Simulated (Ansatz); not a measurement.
`B[SiH2]BO` + `C=N` → `B[SiH2]N=C` + `BO` at 298.15 K and 1 bar (cleavage of the Si–B bond).

Computed with Ansatz on PBE0-D4/def2-TZVP structures; ΔE is electronic, products minus reactants. CBS: MP2 limit from def2 TZ/QZ plus the TZ coupled-cluster correction, frozen cores. This one scheme is used for every species. One conformer a species, not always the lowest.

```tsv
species	CCSD(T)/CBS energy (Eh)	H − E (kJ/mol)	S (J/(mol·K))
`B[SiH2]BO`	-417.44038	189.8	336.7
`C=N`	-94.52360	115.3	227.0
`B[SiH2]N=C`	-410.17839	195.6	326.0
`BO`	-101.80414	103.5	230.4
```

H − E and S are ideal-gas, rigid-rotor, harmonic terms from PBE0-D4/def2-TZVP, for one conformer and one mirror image of each species. 1 Eh = 2625.50 kJ/mol, R = 8.31446 J/(mol·K).

Problem. By hand: ΔE, ΔH, ΔS and ΔG.

Solution. ΔE = (-410.17839) + (-101.80414) − (-417.44038) − (-94.52360) = -0.01855 Eh = -48.7 kJ/mol. Δ(H − E) = 195.6 + 103.5 − 189.8 − 115.3 = -6.0, so ΔH = -54.7 kJ/mol. ΔS = 326.0 + 230.4 − 336.7 − 227.0 = -7.3 J/(mol·K). ΔG = -54.7 − 298.15 × (-7.3)/1000 = -52.5 kJ/mol.

Problem. By hand: the equilibrium constant, and the temperature at which ΔG would vanish if ΔH and ΔS stayed fixed.

Solution. log₁₀ K = −ΔG/(RT ln 10) = 9.2. ΔG = 0 at ΔH/ΔS = 7493 K, far beyond where these terms or the molecules hold.

The number of gas molecules stays the same, so ΔS is small and ΔH decides. A doubt of 5 kJ/mol in ΔE shifts log₁₀ K by 0.9 here. Other conformers and mirror images would add mixing entropy, several J/(mol·K) or more a flexible species. Modes under 60 cm⁻¹, often nearly free rotors, make the harmonic entropy too high. These are equilibria of isolated gas molecules and say nothing of rates. Largest T1 diagnostic: 0.016 (customary marks: 0.02 for closed shells, 0.045 for open ones).
